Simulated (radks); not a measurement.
Problem. The mean radii <r> (bohr) of the occupied orbitals of an atom or ion are listed with their occupations. Method: scalar-relativistic Kohn-Sham, r2SCAN, spin-polarised, spherical densities, finite nucleus; meta-GGA in the generalised Kohn-Sham scheme; Fermi nuclear charge, rms radius of each element as measured or else 0.836 A^(1/3) + 0.57 fm; computed with a radial shooting solver on a logarithmic mesh with Libxc functionals.

| orbital | occ. | <r> |
|---|---|---|
| 1s up | 1 | 0.02666 |
| 1s down | 1 | 0.02666 |
| 2s up | 1 | 0.1146 |
| 2s down | 1 | 0.1146 |
| 2p up | 3 | 0.1003 |
| 2p down | 3 | 0.1003 |
| 3s up | 1 | 0.3057 |
| 3s down | 1 | 0.3057 |
| 3p up | 3 | 0.3040 |
| 3p down | 3 | 0.3040 |
| 3d up | 5 | 0.2809 |
| 3d down | 5 | 0.2809 |
| 4s up | 1 | 0.7174 |
| 4s down | 1 | 0.7176 |
| 4p up | 3 | 0.7652 |
| 4p down | 3 | 0.7651 |
| 4d up | 5 | 0.8769 |
| 4d down | 5 | 0.8753 |
| 5s up | 1 | 1.838 |
| 5s down | 1 | 1.840 |
| 5p up | 3 | 2.176 |
| 5p down | 2 | 2.190 |

Name the element and its charge. Open shells, if any, are filled with parallel spins first.

Solution. Z = 54, xenon, charge +1: Xe+ in [Kr] 4d10 5s2 5p5. The 1s radius gives Z: for a bare nucleus <r> = (2 gamma + 1)/(2Z) with gamma = sqrt(1 - (Z/c)^2), 0.02628 bohr for Z = 54, and screening makes it slightly larger (0.02666 here). The occupations add up to 53, and the charge is Z minus that.
